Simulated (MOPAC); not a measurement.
A run for MOPAC: PM7 on CH3ITe (SMILES C[Te]I), a point of a torsion scan.

```
PM7 1SCF PRECISE CHARGE=0 THREADS=1
CH3ITe

C     -0.71983039 1    -0.05205589 1     0.00048037 1
Te     0.90363668 1     1.36149464 1    -0.08285816 1
I      2.83077382 1    -0.49551987 1    -0.15777292 1
H     -0.85347269 1    -0.43603412 1     1.00413142 1
H     -1.61172110 1     0.48756157 1    -0.29038191 1
H     -0.55530060 1    -0.86783672 1    -0.69111818 1
```

The log:

```
*******************************************************************************
 **                                                                           **
 **                              MOPAC v23.2.5                                **
 **                                                                           **
 *******************************************************************************
 ** MOPAC's Digital Object Identifier: https://doi.org/10.5281/zenodo.6511958 **
 **                                                                           **
 ** Please cite the open-source release paper for use of this MOPAC version:  **
 ** J. E. Moussa and J. J. P. Stewart (2026)                                  **
 ** MOPAC: An open-source semiempirical molecular orbital program             **
 ** J. Open Source Softw., 11(119), 8025, https://doi.org/10.21105/joss.08025 **
 *******************************************************************************

                              PM7 CALCULATION RESULTS

 *******************************************************************************
 *  PM7        - The PM7 Hamiltonian to be used
 *
 *
 *
 *                 CHARGE ON SYSTEM = 0
 *
 *
 *
 *  PRECISE    - TIGHTER CRITERIA TO BE USED
 *  1SCF       - DO 1 SCF AND THEN STOP
 *  THREADS=1  - MULTI-THREADING NOT USED
 *  T=         - A TIME OF 172800.0 SECONDS REQUESTED
 *  DUMP=N     - RESTART FILE WRITTEN EVERY 7200.0 SECONDS REQUESTED
 *******************************************************************************
PM7 1SCF PRECISE CHARGE=0 THREADS=1
 CH3ITe

   ATOM   CHEMICAL          X               Y               Z
  NUMBER   SYMBOL      (ANGSTROMS)     (ANGSTROMS)     (ANGSTROMS)

     1       C         -0.71983039  *  -0.05205589  *   0.00048037  *
     2      Te          0.90363668  *   1.36149464  *  -0.08285816  *
     3       I          2.83077382  *  -0.49551987  *  -0.15777292  *
     4       H         -0.85347269  *  -0.43603412  *   1.00413142  *
     5       H         -1.61172110  *   0.48756157  *  -0.29038191  *
     6       H         -0.55530060  *  -0.86783672  *  -0.69111818  *



          CARTESIAN COORDINATES

    NO.       ATOM           X           Y           Z

     1         C         -0.7198     -0.0521      0.0005
     2        Te          0.9036      1.3615     -0.0829
     3         I          2.8308     -0.4955     -0.1578
     4         H         -0.8535     -0.4360      1.0041
     5         H         -1.6117      0.4876     -0.2904
     6         H         -0.5553     -0.8678     -0.6911

 General Reference for PM7:
 "Optimization of Parameters for Semiempirical Methods VI: More Modifications to the
 NDDO Approximations and Re-optimization of Parameters", J. J. P. Stewart, J. Mol. Mod., 1:32, 19 (2013)
 https://link.springer.com/article/10.1007/s00894-012-1667-x

           Empirical Formula: C H3 Te I  =     6 atoms



      MOLECULAR POINT GROUP   :   C1


      RHF CALCULATION, NO. OF DOUBLY OCCUPIED LEVELS = 10


 -------------------------------------------------------------------------------
 PM7 1SCF PRECISE CHARGE=0 THREADS=1
 CH3ITe



     1SCF WAS SPECIFIED, SO BFGS WAS NOT USED
     SCF FIELD WAS ACHIEVED


                              PM7 CALCULATION
                                                       MOPAC v23.2.5 Linux




          FINAL HEAT OF FORMATION =         11.13932 KCAL/MOL =      46.60690 KJ/MOL


          COSMO AREA              =        128.21 SQUARE ANGSTROMS
          COSMO VOLUME            =        121.99 CUBIC ANGSTROMS

          IONIZATION POTENTIAL    =          8.059926 EV
          HOMO LUMO ENERGIES (EV) =         -8.060 -0.342
          NO. OF FILLED LEVELS    =         10
          MOLECULAR WEIGHT        =        269.5392         POINT GROUP:  C1

          MOLECULAR DIMENSIONS (Angstroms)

            Atom       Atom       Distance
            H     5    I     3     4.55190
           Te     2    H     6     2.55863
            H     4   Te     2     1.58020


          SCF CALCULATIONS        =          1





   ATOM   CHEMICAL          X               Y               Z
  NUMBER   SYMBOL      (ANGSTROMS)     (ANGSTROMS)     (ANGSTROMS)

     1       C         -0.71983039  *  -0.05205589  *   0.00048037  *
     2      Te          0.90363668  *   1.36149464  *  -0.08285816  *
     3       I          2.83077382  *  -0.49551987  *  -0.15777292  *
     4       H         -0.85347269  *  -0.43603412  *   1.00413142  *
     5       H         -1.61172110  *   0.48756157  *  -0.29038191  *
     6       H         -0.55530060  *  -0.86783672  *  -0.69111818  *

                             CARTESIAN COORDINATES

   1    C       -0.719830390    -0.052055890     0.000480370
   2   Te        0.903636680     1.361494640    -0.082858160
   3    I        2.830773820    -0.495519870    -0.157772920
   4    H       -0.853472690    -0.436034120     1.004131420
   5    H       -1.611721100     0.487561570    -0.290381910
   6    H       -0.555300600    -0.867836720    -0.691118180


           Empirical Formula: C H3 Te I  =     6 atoms



      MOLECULAR POINT GROUP   :   C1


                  EIGENVALUES
 -47.04718 -24.03867 -21.67132 -14.92840 -14.88856 -12.18497 -10.24536  -9.58788
  -9.27105  -8.05993  -0.34209   1.79355   4.90797   4.98774   6.04989 123.69634
 123.71041 124.17093 124.17232 124.58536


              NET ATOMIC CHARGES AND DIPOLE CONTRIBUTIONS

  ATOM NO.   TYPE          CHARGE      No. of ELECS.   s-Pop       p-Pop       d-Pop
    1          C          -0.527212        4.5272     1.09606     3.43115
    2         Te           0.178180        5.8218     1.91988     3.90194
    3          I          -0.155054        7.1551     1.97094     5.16971     0.01440
    4          H           0.168170        0.8318     0.83183
    5          H           0.166726        0.8333     0.83327
    6          H           0.169190        0.8308     0.83081
 DIPOLE           X         Y         Z       TOTAL
 POINT-CHG.    -1.943     0.999     0.062     2.186
 HYBRID        -0.564    -0.956     0.025     1.110
 SUM           -2.507     0.044     0.087     2.509


          ATOMIC ORBITAL ELECTRON POPULATIONS

     Atom    s        px        py        pz      x^2-y^2     xz        z^2       yz        xy
    1  C   1.09606   1.10694   1.12171   1.20249
    2 Te   1.91988   0.80262   1.10444   1.99488
    3  I   1.97094   1.57815   1.59232   1.99924   0.00075   0.00042   0.00325   0.00037   0.00961
    4  H   0.83183
    5  H   0.83327
    6  H   0.83081

 **********************
 *                    *
 * JOB ENDED NORMALLY *
 *                    *
 **********************




 == MOPAC DONE ==
```

The run finished.

Cost: very roughly 0.020 core-seconds.
